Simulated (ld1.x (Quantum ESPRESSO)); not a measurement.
## u(r) = r·R(r): atom against pseudo-atom (W)

Columns: radius, all-electron u(r) and pseudo u(r) of the 5d shell (level -6.11 eV) of tungsten in the configuration [Kr] 4d10 4f14 5s2 5p6 5d4 6s1.75 6p0.25; PBE, non-relativistic, PAW scheme, ld1.x (Quantum ESPRESSO) 7.5.

```tsv
r (bohr)	all-electron	pseudo
0.110	0.2252	0.0020
0.220	-0.0225	0.0151
0.330	-0.3042	0.0484
0.440	-0.3213	0.1064
0.550	-0.1638	0.1888
0.660	0.0515	0.2902
0.770	0.2593	0.4013
0.880	0.4332	0.5111
0.990	0.5662	0.6090
1.100	0.6606	0.6869
1.210	0.7216	0.7402
1.320	0.7556	0.7692
1.430	0.7688	0.7772
1.540	0.7663	0.7700
1.650	0.7525	0.7532
1.760	0.7307	0.7307
1.870	0.7037	0.7037
1.980	0.6733	0.6733
2.090	0.6410	0.6410
2.200	0.6079	0.6079
2.310	0.5749	0.5749
2.420	0.5423	0.5423
2.530	0.5105	0.5105
2.640	0.4799	0.4799
2.750	0.4506	0.4506
2.860	0.4225	0.4225
```

Task: How many radial nodes do the two functions have?

Result: The all-electron 5d function has n − l − 1 = 2; the pseudo-wave has 0, since the states of the same l below it are removed with the core.

Task: At about which radius was the pseudo-wave matched?

Result: 1.75 bohr, where the columns begin to agree (steps of 0.11 bohr).

Task: Is the pseudo-wave norm-conserving?

Result: No, it belongs to a PAW set: the norm inside the radius is not constrained, and the difference is carried by the augmentation charge.
